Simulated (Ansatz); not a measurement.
Calculated with Ansatz (gas phase, PBE0-D4/def2-TZVP geometries, no zero-point term in ΔE). CCSD(T)/CBS adds triple-zeta CCSD(T) − MP2 to the extrapolated MP2 energy (def2 sets, frozen cores). This one scheme is used for every species. For Br outer-core shells are correlated without core-valence functions, which leaves a few kJ/mol of doubt a bond. Scalar relativity is left out up to krypton.

Reaction (formal exchange of groups at a C–B bond): `CB(C)F` + `BrCBr` → `CC(Br)Br` + `CBF`

`CB(C)F`:

Z-matrix (Å, degrees):
```
C
B 1 1.563
H 1 1.092 2 112.8
H 1 1.098 2 107.8 3 -116.8
H 1 1.092 2 113.1 3 125.1
C 2 1.563 1 125.0 3 30.8
F 2 1.337 1 117.5 3 -149.2
H 6 1.092 2 112.9 1 28.4
H 6 1.098 2 107.8 1 -88.7
H 6 1.092 2 112.9 1 153.5
```

`BrCBr`:

Z-matrix (Å, degrees):
```
C
Br 1 1.922
Br 1 1.922 2 113.8
H 1 1.084 2 107.8 3 -119.5
H 1 1.084 2 107.8 3 119.5
```

`CC(Br)Br`:

Z-matrix (Å, degrees):
```
C
C 1 1.502
H 1 1.090 2 110.9
H 1 1.092 2 109.6 3 120.2
H 1 1.092 2 109.6 3 -120.2
Br 2 1.940 1 111.0 3 61.9
Br 2 1.940 1 111.0 3 -61.9
H 2 1.085 1 113.1 3 -180.0
```

`CBF`:

Cartesian coordinates in Å:
```
C -0.385 -0.461 -0.335
B 0.477 0.585 0.422
F 1.735 0.316 0.746
H 0.138 -1.394 -0.551
H -0.747 -0.030 -1.275
H -1.289 -0.684 0.244
H 0.070 1.668 0.749
```

```
   species  CCSD(T)/CBS(def2) energy (Eh)
  `CB(C)F`                     -204.38401
   `BrCBr`                    -5185.88409
`CC(Br)Br`                    -5225.15162
     `CBF`                     -165.10297
```

(1) Work out ΔE.

Largest T1 diagnostic among the species: 0.012.

Results:

(1) ΔE = (-5225.15162) + (-165.10297) − (-204.38401) − (-5185.88409) = 0.01351 Eh = +35.5 kJ/mol.

At CCSD(T), def2-SVP lies −4.4 kJ/mol from the extrapolated value and def2-TZVPP +1.3 kJ/mol. In def2-TZVPP, CCSD(T) changes the Hartree–Fock value by −5.3 kJ/mol (the triples alone add −1.8 kJ/mol) and MP2 by −9.3 kJ/mol.
